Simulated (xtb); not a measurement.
Job for xtb: GFN2-xTB on CH4SeTe (SMILES C[Te][SeH]), a point of a torsion scan.

```
$ xtb mol.xyz --gfn 2 --opt vtight --chrg 0 --uhf 0 --input xcontrol
7

C     -1.20151127    -0.14568242     0.03302822
Te     0.17638824     1.45662556    -0.11814849
Se     2.58504143     0.68909304     0.06161623
H     -0.87286356    -0.98413663    -0.60907179
H     -2.20658489     0.12721054    -0.32815370
H     -1.22617535    -0.48576530     1.09112485
H      3.21405235     0.33110479    -1.28581332
$constrain
  force constant=1.0
  dihedral: 1,2,3,7,90.0
$end
```

The log:

```
[...]
           -------------------------------------------------
          |                Calculation Setup                |
           -------------------------------------------------



           -------------------------------------------------
          |                 G F N 2 - x T B                 |
           -------------------------------------------------

        Reference                      10.1021/acs.jctc.8b01176
      * Hamiltonian:
        H0-scaling (s, p, d)           1.850000    2.230000    2.230000
        zeta-weighting                 0.500000
      * Dispersion:
        s8                             2.700000
        a1                             0.520000
        a2                             5.000000
        s9                             5.000000
      * Repulsion:
        kExp                           1.500000    1.000000
        rExp                           1.000000
      * Coulomb:
        alpha                          2.000000
        third order                    shell-resolved
        anisotropic                    true
        a3                             3.000000
        a5                             4.000000
        cn-shift                       1.200000
        cn-exp                         4.000000
        max-rad                        5.000000


          ...................................................
          :                      SETUP                      :
          :.................................................:
          :  # basis functions                  28          :
          :  # atomic orbitals                  26          :
          :  # shells                           12          :
          :  # electrons                        20          :
          :  max. iterations                   250          :
          :  Hamiltonian                  GFN2-xTB          :
          :  restarted?                      false          :
          :  GBSA solvation                  false          :
          :  PC potential                    false          :
          :  electronic temp.          300.0000000     K    :
          :  accuracy                    1.0000000          :
          :  -> integral cutoff          0.2500000E+02      :
          :  -> integral neglect         0.1000000E-07      :
          :  -> SCF convergence          0.1000000E-05 Eh   :
          :  -> wf. convergence          0.1000000E-03 e    :
          :  Broyden damping             0.4000000          :
          :  net charge                          0          :
          :  unpaired electrons                  0          :
          ...................................................

 iter      E             dE          RMSdq      gap      omega  full diag
   1    -10.4778102 -0.104778E+02  0.101E+01    2.87       0.0  T
   2    -10.4945593 -0.167492E-01  0.637E+00    3.22       1.0  T
   3    -10.4899550  0.460435E-02  0.499E+00    3.02       1.0  T
   4    -10.4562941  0.336609E-01  0.501E+00    3.03       1.0  T
   5    -10.4968698 -0.405757E-01  0.145E+00    3.16       1.0  T
   6    -10.4985762 -0.170643E-02  0.384E-01    3.20       1.0  T
   7    -10.4985497  0.265319E-04  0.386E-01    3.22       1.0  T
   8    -10.4986062 -0.565139E-04  0.113E-01    3.20       1.0  T
   9    -10.4986108 -0.461081E-05  0.115E-02    3.20       3.3  T
  10    -10.4986109 -0.102929E-06  0.456E-03    3.20       8.3  T
  11    -10.4986109 -0.653726E-09  0.250E-03    3.20      15.1  T
  12    -10.4986109 -0.570139E-08  0.708E-04    3.20      53.4  T
  13    -10.4986109 -0.100632E-09  0.236E-04    3.20     160.2  T

   *** convergence criteria satisfied after 13 iterations ***

         #    Occupation            Energy/Eh            Energy/eV
      -------------------------------------------------------------
         1        2.0000           -0.8439550             -22.9652
       ...           ...                  ...                  ...
         4        2.0000           -0.5006800             -13.6242
         5        2.0000           -0.4959780             -13.4962
         6        2.0000           -0.4780360             -13.0080
         7        2.0000           -0.4556409             -12.3986
         8        2.0000           -0.4232436             -11.5170
         9        2.0000           -0.3833170             -10.4306
        10        2.0000           -0.3762744             -10.2389 (HOMO)
        11                         -0.2586649              -7.0386 (LUMO)
        12                         -0.2039134              -5.5488
        13                         -0.1822123              -4.9582
        14                         -0.0168726              -0.4591
        15                         -0.0074249              -0.2020
       ...                                ...                  ...
        26                          0.8740409              23.7839
      -------------------------------------------------------------
                  HL-Ga
[...]
           -0.1770381              -4.8175
        14                         -0.0198798              -0.5410
        15                         -0.0007862              -0.0214
       ...                                ...                  ...
        26                          1.0108825              27.5075
      -------------------------------------------------------------
                  HL-Gap            0.1357937 Eh            3.6951 eV
             Fermi-level           -0.3093305 Eh           -8.4173 eV

 SCC (total)                   0 d,  0 h,  0 min,  0.003 sec
 SCC setup                      ...        0 min,  0.000 sec (  1.782%)
 Dispersion                     ...        0 min,  0.000 sec (  0.552%)
 classical contributions        ...        0 min,  0.000 sec (  0.221%)
 integral evaluation            ...        0 min,  0.001 sec ( 28.147%)
 iterations                     ...        0 min,  0.001 sec ( 19.099%)
 molecular gradient             ...        0 min,  0.001 sec ( 47.115%)
 printout                       ...        0 min,  0.000 sec (  2.770%)

         :::::::::::::::::::::::::::::::::::::::::::::::::::::
         ::                     SUMMARY                     ::
         :::::::::::::::::::::::::::::::::::::::::::::::::::::
         :: total energy             -10.455263231286 Eh    ::
         :: gradient norm              0.000095025669 Eh/a0 ::
         :: HOMO-LUMO gap              3.695134922029 eV    ::
         ::.................................................::
         :: SCC energy               -10.523744503060 Eh    ::
         :: -> isotropic ES            0.004104280964 Eh    ::
         :: -> anisotropic ES          0.001075659955 Eh    ::
         :: -> anisotropic XC          0.001595812350 Eh    ::
         :: -> dispersion             -0.004366686320 Eh    ::
         :: repulsion energy           0.068481270132 Eh    ::
         :: add. restraining           0.000000001642 Eh    ::
         :: total charge               0.000000000000 e     ::
         :::::::::::::::::::::::::::::::::::::::::::::::::::::

           -------------------------------------------------
          |                Property Printout                |
           -------------------------------------------------

    * Orbital Energies and Occupations

         #    Occupation            Energy/Eh            Energy/eV
      -------------------------------------------------------------
         1        2.0000           -0.8442362             -22.9728
         2        2.0000           -0.7477212             -20.3465
         3        2.0000           -0.5995169             -16.3137
         4        2.0000           -0.4973307             -13.5331
         5        2.0000           -0.4962483             -13.5036
         6        2.0000           -0.4791144             -13.0374
         7        2.0000           -0.4549155             -12.3789
         8        2.0000           -0.4337726             -11.8036
         9        2.0000           -0.3841434             -10.4531
        10        2.0000           -0.3772273             -10.2649 (HOMO)
        11                         -0.2414336              -6.5697 (LUMO)
        12                         -0.2057278              -5.5981
        13                         -0.1770381              -4.8175
        14                         -0.0198798              -0.5410
        15                         -0.0007862              -0.0214
        16                          0.0258056               0.7022
        17                          0.0381424               1.0379
        18                          0.0683176               1.8590
        19                          0.1118512               3.0436
        20                          0.1450929               3.9482
        21                          0.1876201               5.1054
       ...                                ...                  ...
        26                          1.0108825              27.5075
      -------------------------------------------------------------
                  HL-Gap            0.1357937 Eh            3.6951 eV
             Fermi-level           -0.3093305 Eh           -8.4173 eV

     #   Z          covCN         q      C6AA      α(0)
     1   6 C        3.666    -0.116    23.001     6.878
     2  52 Te       1.792     0.101   413.534    37.589
Note: The following floating-point exceptions are signalling: IEEE_UNDERFLOW_FLAG IEEE_DENORMAL
normal termination of xtb
     3  34 Se       1.825    -0.255   244.375    27.240
     4   1 H        0.926     0.044     2.400     2.423
     5   1 H        0.926     0.037     2.492     2.469
     6   1 H        0.926     0.047     2.351     2.398
     7   1 H        0.924     0.141     1.452     1.884

 Mol. C6AA /au·bohr⁶  :       2162.475656
 Mol. C8AA /au·bohr⁸  :     146060.992836
 Mol. α(0) /au        :         80.880672


Wiberg/Mayer (AO) data.
largest (>0.10) Wiberg bond orders for each atom

 ---------------------------------------------------------------------------
     #   Z sym  total        # sym  WBO       # sym  WBO       # sym  WBO
 ---------------------------------------------------------------------------
     1   6 C    3.990 --     5 H    0.994     4 H    0.991     6 H    0.989
                             2 Te   0.976
     2  52 Te   2.232 --     3 Se   1.215     1 C    0.976
     3  34 Se   2.214 --     2 Te   1.215     7 H    0.947
     4   1 H    0.998 --     1 C    0.991
     5   1 H    0.999 --     1 C    0.994
     6   1 H    0.998 --     1 C    0.989
     7   1 H    0.980 --     3 Se   0.947
 ---------------------------------------------------------------------------

Topologies differ in total number of bonds
Writing topology from bond orders to xtbtopo.mol

molecular dipole:
                 x           y           z       tot (Debye)
 q only:       -0.443       0.014      -0.424
   full:       -0.917      -0.084      -0.427       2.579
molecular quadrupole (traceless):
                xx          xy          yy          xz          yz          zz
 q only:       -1.898      -1.134       0.870      -3.014      -0.605       1.028
  q+dip:       -4.715      -1.482       1.004      -3.246      -0.282       3.711
   full:       -3.121      -1.281       1.317      -3.393      -0.464       1.804

           -------------------------------------------------
          |                Geometry Summary                 |
           -------------------------------------------------

      molecular mass/u    :      222.6050139
   center of mass at/Å    :        0.8241803       1.1654701      -0.0503903
  moments of inertia/u·Å² :        0.6841795E+02   0.3339159E+03   0.3951214E+03
rotational constants/cm⁻¹ :        0.2463919E+00   0.5048467E-01   0.4266444E-01

 * 4 selected distances

     #   Z          #   Z                                           value/Å
     1   6 C        4   1 H                                       1.0824434
     1   6 C        5   1 H                                       1.0812734 (min)
     1   6 C        6   1 H                                       1.0822122
     3  34 Se       7   1 H                                       1.4497810 (max)

 * 2 distinct bonds (by element types)

   Z      Z             #   av. dist./Å        max./Å        min./Å
   1 H    6 C           3     1.0819763     1.0824434     1.0812734
   1 H   34 Se          1     1.4497810     1.4497810     1.4497810


optimized geometry written to: xtbopt.xyz


           -------------------------------------------------
          | TOTAL ENERGY              -10.455263231286 Eh   |
          | GRADIENT NORM               0.000095025669 Eh/α |
          | HOMO-LUMO GAP               3.695134922029 eV   |
           -------------------------------------------------

------------------------------------------------------------------------
------------------------------------------------------------------------
 total:
 SCF:
 ANC optimizer:
```

The run finished.

Warnings raised: the energy holds the restraint's term.

Cost: around 0.13 core-seconds (rough).
